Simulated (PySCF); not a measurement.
## How the method moves the HOMO and LUMO of `FB(F)C1=CCC1`

C₄H₅BF₂.
Atom-mapped SMILES: `[F:1][B:2]([F:3])[C:4]1=[CH:5][CH2:6][CH2:7]1` (hydrogens: H8 on C5; H9, H10 on C6; H11, H12 on C7)

Geometry (PBE0-D3(BJ)/def2-SVP, Å), atoms numbered from 1 in this order:
```xyz
12
C4H5BF2 angstrom
F      2.6555   -1.2874    0.7463
B      2.0525   -0.1712    0.3693
F      2.8146    0.8999    0.2215
C      0.5362   -0.1135    0.1062
C     -0.4422   -1.0456    0.1636
C     -1.5406   -0.1076   -0.2509
C     -0.4289    0.9785   -0.3251
H     -0.4346   -2.1098    0.4204
H     -2.3256    0.0678    0.5038
H     -2.0356   -0.3465   -1.2072
H     -0.2513    1.3941   -1.3299
H     -0.5448    1.8163    0.3808
```

Basis pcSseg-1 throughout (PySCF), one geometry. Isolated species at its PBE0-D3(BJ)/def2-SVP geometry, gas phase.

How do the orbital energies, the gap and the dipole change with the method?

```tsv
method	kind	HOMO (eV)	LUMO (eV)	gap (eV)	μ (D)	SCF cycles
PBE	GGA	-6.69	-2.27	4.42	2.34	15
KT2	GGA	-6.71	-2.26	4.45	2.40	16
BP86	GGA	-6.78	-2.35	4.43	2.36	15
B97-2	global hybrid	-7.57	-1.39	6.18	2.46	14
mPW1PW91	global hybrid	-7.84	-1.38	6.47	2.49	12
HF	Hartree–Fock	-10.15	2.42	12.57	2.72	10
LC-wPBE	range-separated hybrid	-10.46	0.94	11.40	2.38	13
```

The HOMO spans 3.78 eV, from PBE down to LC-wPBE, and the gap runs from 4.42 eV (PBE) to 12.57 eV (HF). Over the methods PBE (0 %), KT2 (0 %), BP86 (0 %), B97-2 (21 %), mPW1PW91 (25 %), HF (100 %), a straight line through the gap against the share of exact exchange rises by 0.81 eV for each 10 % (correlation coefficient 1.000). The dipole ranges from 2.34 D (PBE) to 2.72 D (HF). This basis has no diffuse functions.
